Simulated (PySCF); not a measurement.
SMILES [CH]1COCCO1 (C4H7O2), doublet, PBE0/def2-SVP optimised geometry.

```
13

C      1.24    -0.17    -1.08
C      0.68    -1.03     0.00
O     -0.73    -1.03     0.00
C     -1.22     0.28     0.00
C     -0.75     1.02    -1.23
O      0.67     1.03    -1.31
H      2.32    -0.16    -1.27
H      1.04    -0.68     1.00
H      1.02    -2.07    -0.12
H     -2.32     0.23     0.02
H     -0.89     0.82     0.91
H     -1.16     0.53    -2.13
H     -1.08     2.07    -1.23
```

Density from unrestricted PBE0/def2-TZVP run with PySCF at that geometry.

Minimum of the electron density along straight lines between bonded atoms, close to the bond critical point (lines longer than 1.1 times the sum of covalent radii, or with two minima, are not listed):

| bond | length / Å | ρ at the minimum / e bohr⁻³ | ∇²ρ there / e bohr⁻⁵ | position (fraction from the first atom) |
|---|---|---|---|---|
| C1–C2 | 1.492 | 0.270 | -0.73 | 0.50 |
| C2–O3 | 1.407 | 0.268 | -0.61 | 0.35 |
| O3–C4 | 1.402 | 0.271 | -0.62 | 0.65 |
| C4–C5 | 1.514 | 0.263 | -0.70 | 0.50 |
| C1–O6 | 1.355 | 0.290 | -0.35 | 0.34 |
| C5–O6 | 1.416 | 0.258 | -0.54 | 0.35 |
| C1–H7 | 1.094 | 0.281 | -0.99 | 0.65 |
| C2–H8 | 1.119 | 0.267 | -0.89 | 0.64 |
| C2–H9 | 1.101 | 0.280 | -0.99 | 0.65 |
| C4–H10 | 1.101 | 0.280 | -0.98 | 0.65 |
| C4–H11 | 1.111 | 0.274 | -0.93 | 0.65 |
| C5–H12 | 1.105 | 0.278 | -0.96 | 0.65 |
| C5–H13 | 1.100 | 0.281 | -0.99 | 0.65 |
